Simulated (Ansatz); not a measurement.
Reaction (formal exchange of groups at a B–N bond): `B[N](C)[ZnH]` + `C=C=NC` → `BN=C=C` + `C[N](C)[ZnH]`

Calculated with Ansatz (gas phase, PBE0-D4/def2-TZVP geometries, no zero-point term in ΔE). CCSD(T)/CBS adds triple-zeta CCSD(T) − MP2 to the extrapolated MP2 energy (def2 sets, frozen cores). DFT in def2-TZVPP. B3LYP here is the variant with VWN-RPA as its local correlation; programs differ in this. For Zn outer-core shells are correlated without core-valence functions, which leaves a few kJ/mol of doubt a bond. Scalar relativity is left out up to krypton.

`B[N](C)[ZnH]`:

```xyz
10

B     1.388    0.060    0.073
N     0.009   -0.060    0.054
C    -0.848    0.776   -0.757
Zn   -0.470   -1.425    1.207
H     2.013   -0.693    0.790
H     1.970    0.877   -0.592
H    -0.249    1.487   -1.333
H    -1.439    0.183   -1.462
H    -1.552    1.348   -0.143
H    -0.822   -2.554    2.163
```

`C=C=NC`:

Cartesian coordinates in Å:
```
C -1.059 -1.136 1.230
C -0.155 -0.338 0.722
N 0.716 0.403 0.326
C 0.808 0.896 -1.032
H -1.956 -0.730 1.678
H -0.914 -2.208 1.212
H 0.792 1.987 -1.010
H 0.000 0.533 -1.674
H 1.769 0.592 -1.450
```

`BN=C=C`:

Cartesian coordinates in Å:
```
B -1.295 0.721 -1.256
N -0.377 0.210 -0.365
C 0.420 -0.234 0.407
C 1.292 -0.719 1.253
H -0.899 1.394 -2.160
H -2.451 0.471 -1.090
H 2.346 -0.510 1.128
H 0.964 -1.332 2.082
```

`C[N](C)[ZnH]`:

Cartesian coordinates in Å:
```
C -1.072 0.741 0.198
N -0.042 -0.218 -0.092
C 1.268 0.278 0.230
Zn -0.358 -1.866 -0.784
H -2.063 0.353 -0.052
H -1.089 1.018 1.265
H -0.936 1.676 -0.370
H 1.361 0.533 1.299
H 2.042 -0.460 0.005
H 1.514 1.191 -0.336
H -0.624 -3.246 -1.363
```

| level | ΔE (kJ/mol) | difference from CCSD(T)/CBS |
| --- | --- | --- |
| B3LYP-D4 | 36.3 | -12.1 |
| ωB97X-V | 46.9 | -1.5 |
| ωB97M-V | 47.3 | -1.1 |
| r2SCAN | 36.9 | -11.5 |
| PBE0 | 40.2 | -8.2 |
| MP2/def2-TZVPP | 49.7 | 1.3 |
| MP2/def2-QZVPP | 47.9 | -0.5 |
| SCS-MP2/def2-QZVPP | 50.1 | 1.7 |
| HF/CBS(def2) | 49.0 | 0.6 |
| CCSD/CBS(def2) | 48.2 | -0.2 |
| CCSD(T)/CBS | 48.4 | 0 |

Largest T1 diagnostic among the species: 0.017.

From PBE to PBE0 (25 % exact exchange), in def2-TZVPP and without D4, ΔE moves by +5.7 kJ/mol.
